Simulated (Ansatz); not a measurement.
Species: GaCl₂, net charge 0, doublet state. It need not be the lowest isomer of its formula. SMILES: [Ga]([Cl])[Cl]
Geometry: optimised at B3LYP-D3(BJ)/def2-TZVP (Ansatz, a program for electronic structure).

Computed values are from Ansatz. Valence correlation only, unless marked. Open shells are spin-unrestricted. Spin-orbit coupling is left out. Frozen are the shells of the preceding noble gas and the d and f shells that filled before the atom's block. Non-relativistic. Basis-set limits of correlation are two-point, X^-3; Hartree-Fock from the larger set. [CCSD(T)-MP2]/basis is that difference in the basis named.

Problem. What is the dipole moment at CCSD(T)/def2-SVPD?

Solution. 1.94 D.

Problem. What is the total energy at RI-MP2/CBS(def2-TZVPPD,def2-QZVPPD)+[CCSD(T)-MP2]/def2-TZVPPD?

Solution. -2842.9934 Eh.

Problem. What is the vertical ionisation energy (to the singlet) at RI-MP2/CBS(def2-TZVPPD,def2-QZVPPD)+[CCSD(T)-MP2]/def2-TZVPPD?

Solution. 9.13 eV.

Problem. What is the T1 diagnostic at CCSD/def2-TZVPPD?

Solution. 0.013.

Problem. What is the atomisation energy De at RI-MP2/CBS(def2-TZVPPD,def2-QZVPPD)+[CCSD(T)-MP2]/def2-TZVPPD?

Solution. 165.5 kcal/mol.
